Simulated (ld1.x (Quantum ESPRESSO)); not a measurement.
Varying the TM potential for Ag

Base potential:

* Element: silver (Ag)
* Generator: ld1.x (Quantum ESPRESSO) 7.5
* Type: norm-conserving Troullier–Martins (Kleinman–Bylander form)
* Functional: PBE
* Relativity: scalar-relativistic
* Frozen core: [Ar] 3d10
* Valence charge: 19
* Reference configuration: 4s2 4p6 4d10 5s1 5p0
* Partial waves: 4s (bound): rc 1.05 bohr; 4p (bound): rc 1.75 bohr; 4d (bound): rc 1.35 bohr
* Local potential: the d channel
* Core correction: Bessel-smoothed model core inside 1.05 bohr

Occupied shells without a wave of their own: 5s. They enter only through the test configuration that unscreens the potential, and ld1.x also counts them in the model core charge.

Cutoffs, loose and tight: the cutoffs (Ry, on a coarse ladder) from which the occupation-weighted sum of valence levels, in a spherical-Bessel basis at the reference potential, stays within 10 and 1 mRy of its value at 400 Ry. They do not see the model core or the augmentation charge, which bear on the density cutoff. Test errors are all-electron minus pseudo excitation energies from the reference, over the configurations 4s2 4p6 4d10 5s0 5p0; 4s2 4p6 4d9 5s0 5p0; 4s2 4p6 4d8 5s0 5p0; 4s2 4p6 4d10 5s0.5 5p0; 4s2 4p6 4d9 5s2 5p0; 4s2 4p6 4d9 5s1 5p1; 4s2 4p6 4d9 5s1 5p0. A dash means not determined; rows that change the core or the reference have their own tests.

With those shells counted twice in exchange and correlation these files are broken, and their errors move erratically; no question is asked of them.

| change | outcome | cutoff, loose | cutoff, tight | bound ghosts | largest test error (meV) |
| --- | --- | --- | --- | --- | --- |
| base | generated | 140 Ry | 230 Ry | none | -401 |
| wave 4p (bound): rc 1.75 bohr becomes 4p (bound): rc 1.18 bohr | generated | 140 Ry | 230 Ry | none | -405 |
| wave 4p (bound): rc 1.75 bohr becomes 4p (bound): rc 1.40 bohr | generated | 140 Ry | 230 Ry | none | -404 |
| wave 4p (bound): rc 1.75 bohr becomes 4p (bound): rc 1.58 bohr | generated | 140 Ry | 230 Ry | none | -402 |
| wave 4p (bound): rc 1.75 bohr becomes 4p (bound): rc 1.80 bohr | generated | 140 Ry | 230 Ry | none | -401 |
| wave 4p (bound): rc 1.75 bohr becomes 4p (bound): rc 2.02 bohr | generated | 140 Ry | 230 Ry | none | -402 |
| wave 4p (bound): rc 1.75 bohr becomes 4p (bound): rc 2.14 bohr | generated | 140 Ry | 230 Ry | none | -404 |
| wave 4p (bound): rc 1.75 bohr becomes 4p (bound): rc 2.44 bohr | generated | 140 Ry | 230 Ry | none | -414 |
| wave 4p (bound): rc 1.75 bohr becomes 4p (bound): rc 2.60 bohr | generated | 140 Ry | 230 Ry | none | -419 |

Reading the sweep of the p radius (base included, trends over the rows without a ghost): The loose cutoff stays near 140 Ry. The median size of the test errors (rows with all tests solved) rises from 43.5 meV at 1.18 to 124.0 meV at 2.6 bohr. More of the atom is replaced by a form fitted at one configuration, so other configurations suffer as the radius grows.
